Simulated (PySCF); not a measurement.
A calculated (M06-L, PySCF 2.14, x2c-TZVPPall, scalar relativity by spin-free X2C-1e) atom or ion has these occupied shells.

```
shell  electrons  orbital energy (eV)  rms radius, mean of both spins (bohr)
 1s α          1             -57299.7                                 0.0231
 1s β          1             -57299.6                                 0.0231
 2s α          1              -9668.2                                 0.0935
 2s β          1              -9668.2                                 0.0935
 2p α          3              -8566.0                                 0.0844
 2p β          3              -8565.9                                 0.0844
 3s α          1              -2193.1                                  0.240
 3s β          1              -2191.4                                  0.240
 3p α          3              -1853.8                                  0.241
 3p β          3              -1852.1                                  0.241
 3d α          5              -1420.3                                  0.221
 3d β          5              -1418.9                                  0.221
 4s α          1              -453.76                                  0.539
 4s β          1              -448.66                                  0.539
 4p α          3              -340.99                                  0.573
 4p β          3              -336.16                                  0.573
 4d α          5              -187.19                                  0.627
 4d β          5              -182.83                                  0.627
 5s α          1              -66.912                                   1.31
 5s β          1              -65.382                                   1.31
 5p α          3              -40.109                                   1.54
 5p β          3              -39.007                                   1.54
 4f α          7              -20.718                                  0.872
 4f β          4              -18.213                                  0.872
 6s α          1              -11.669                                   3.55
 6p α          1               -7.460                                   4.32
```

(1) Name the element and its charge.

Results:

(1) Er⁺ (erbium, charge +1), in [Xe] 4f11 6s1 6p1, one real determinant (an excited configuration).
